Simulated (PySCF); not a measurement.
Isomers of C6H9FOS.

All values: PBE0/pcSseg-1 (PySCF) at GFN2-xTB geometries, gas phase, one conformer each.

**Question.** Rank by HOMO energy, lowest first.
A. `[CH3:1][C@@H:2]1[S:3][CH2:4][C@H:5]([CH2:6][F:7])[C:8]1=[O:9]` with C4–C5–C6–F7 70°, C1–C2–S3–C4 -97°, C2–S3–C4–C5 -36°, S3–C4–C5–C6 162°, C4–C5–C8–O9 157°
B. `[CH3:1]/[CH:2]=[CH:3]/[C@H:4]([F:5])[O:6][C:7]([CH3:8])=[S:9]` with C2–C3–C4–F5 126°, C3–C4–O6–C7 -172°, C4–O6–C7–C8 -2°
C. `[CH3:1][CH2:2][O:3][CH2:4][S:5][C:6]1=[C:7]([F:8])[CH2:9]1` with C1–C2–O3–C4 64°, C2–O3–C4–S5 65°, O3–C4–S5–C6 -173°, C4–S5–C6–C7 -3°

**Answer.** A (-6.81 eV), B (-6.48 eV), C (-6.20 eV).

**Question.** Rank by the lowest IAO charge on any atom, highest value first.
A. `[O:1]=[S@@:2]1[CH2:3][CH2:4][C@H:5]1[CH2:6]/[CH:7]=[CH:8]\[F:9]` with C4–C5–C6–C7 166°, C5–C6–C7–C8 -111°, O1–S2–C3–C4 -123°, S2–C3–C4–C5 22°, C3–C4–C5–C6 -140°, O1–S2–C5–C4 124°
B. `[CH3:1][CH2:2][O:3][CH2:4][S:5][C:6]1=[C:7]([F:8])[CH2:9]1` with C1–C2–O3–C4 64°, C2–O3–C4–S5 65°, O3–C4–S5–C6 -173°, C4–S5–C6–C7 -3°
C. `[CH3:1][C@@H:2]1[S:3][CH2:4][C@H:5]([CH2:6][F:7])[C:8]1=[O:9]` with C4–C5–C6–F7 70°, C1–C2–S3–C4 -97°, C2–S3–C4–C5 -36°, S3–C4–C5–C6 162°, C4–C5–C8–O9 157°
D. `[CH3:1]/[CH:2]=[CH:3]/[C@H:4]([F:5])[O:6][C:7]([CH3:8])=[S:9]` with C2–C3–C4–F5 126°, C3–C4–O6–C7 -172°, C4–O6–C7–C8 -2°

**Answer.** C (-0.414 e), B (-0.442 e), D (-0.461 e), A (-0.882 e).

**Question.** Rank by dipole moment, highest first.
A. `[CH3:1]/[CH:2]=[CH:3]/[C@H:4]([F:5])[O:6][C:7]([CH3:8])=[S:9]` with C2–C3–C4–F5 126°, C3–C4–O6–C7 -172°, C4–O6–C7–C8 -2°
B. `[O:1]=[S@@:2]1[CH2:3][CH2:4][C@H:5]1[CH2:6]/[CH:7]=[CH:8]\[F:9]` with C4–C5–C6–C7 166°, C5–C6–C7–C8 -111°, O1–S2–C3–C4 -123°, S2–C3–C4–C5 22°, C3–C4–C5–C6 -140°, O1–S2–C5–C4 124°
C. `[CH3:1][C@@H:2]1[S:3][CH2:4][C@H:5]([CH2:6][F:7])[C:8]1=[O:9]` with C4–C5–C6–F7 70°, C1–C2–S3–C4 -97°, C2–S3–C4–C5 -36°, S3–C4–C5–C6 162°, C4–C5–C8–O9 157°
D. `[CH3:1][CH2:2][O:3][CH2:4][S:5][C:6]1=[C:7]([F:8])[CH2:9]1` with C1–C2–O3–C4 64°, C2–O3–C4–S5 65°, O3–C4–S5–C6 -173°, C4–S5–C6–C7 -3°

**Answer.** A (3.60 D), B (3.43 D), D (1.69 D), C (1.30 D).

All values together:

```json
{"SMILES": "O=C1CCSC[C@H]1CF", "μ (D)": "1.71", "HOMO (eV)": "-6.85", "LUMO (eV)": "-0.94", "lowest IAO charge (e)": "-0.406 (O)", "highest IAO charge (e)": "+0.387 (C)", "lowest Hirshfeld charge (e)": "-0.220 (O)", "highest Hirshfeld charge (e)": "+0.173 (C)"}
{"SMILES": "C[C@@H]1SC[C@H](CF)C1=O", "μ (D)": "1.30", "HOMO (eV)": "-6.81", "LUMO (eV)": "-1.20", "lowest IAO charge (e)": "-0.414 (C)", "highest IAO charge (e)": "+0.390 (C)", "lowest Hirshfeld charge (e)": "-0.212 (O)", "highest Hirshfeld charge (e)": "+0.177 (C)"}
{"SMILES": "CCOCSC1=C(F)C1", "μ (D)": "1.69", "HOMO (eV)": "-6.20", "LUMO (eV)": "0.46", "lowest IAO charge (e)": "-0.442 (C)", "highest IAO charge (e)": "+0.233 (C)", "lowest Hirshfeld charge (e)": "-0.130 (O)", "highest Hirshfeld charge (e)": "+0.056 (C)"}
{"SMILES": "C/C=C/[C@H](F)OC(C)=S", "μ (D)": "3.60", "HOMO (eV)": "-6.48", "LUMO (eV)": "-1.56", "lowest IAO charge (e)": "-0.461 (C)", "highest IAO charge (e)": "+0.343 (C)", "lowest Hirshfeld charge (e)": "-0.179 (S)", "highest Hirshfeld charge (e)": "+0.135 (C)"}
{"SMILES": "O=[S@@]1CC[C@H]1C/C=C\\F", "μ (D)": "3.43", "HOMO (eV)": "-6.48", "LUMO (eV)": "0.25", "lowest IAO charge (e)": "-0.882 (O)", "highest IAO charge (e)": "+1.047 (S)", "lowest Hirshfeld charge (e)": "-0.368 (O)", "highest Hirshfeld charge (e)": "+0.326 (S)"}
```

Conformers: `[O:1]=[C:2]1[CH2:3][CH2:4][S:5][CH2:6][C@H:7]1[CH2:8][F:9]` with C6–C7–C8–F9 -63°, O1–C2–C3–C4 117°, C2–C3–C4–S5 63°, C3–C4–S5–C6 -59°, C4–S5–C6–C7 59°; `[CH3:1][C@@H:2]1[S:3][CH2:4][C@H:5]([CH2:6][F:7])[C:8]1=[O:9]` with C4–C5–C6–F7 70°, C1–C2–S3–C4 -97°, C2–S3–C4–C5 -36°, S3–C4–C5–C6 162°, C4–C5–C8–O9 157°; `[CH3:1][CH2:2][O:3][CH2:4][S:5][C:6]1=[C:7]([F:8])[CH2:9]1` with C1–C2–O3–C4 64°, C2–O3–C4–S5 65°, O3–C4–S5–C6 -173°, C4–S5–C6–C7 -3°; `[CH3:1]/[CH:2]=[CH:3]/[C@H:4]([F:5])[O:6][C:7]([CH3:8])=[S:9]` with C2–C3–C4–F5 126°, C3–C4–O6–C7 -172°, C4–O6–C7–C8 -2°; `[O:1]=[S@@:2]1[CH2:3][CH2:4][C@H:5]1[CH2:6]/[CH:7]=[CH:8]\[F:9]` with C4–C5–C6–C7 166°, C5–C6–C7–C8 -111°, O1–S2–C3–C4 -123°, S2–C3–C4–C5 22°, C3–C4–C5–C6 -140°, O1–S2–C5–C4 124°.
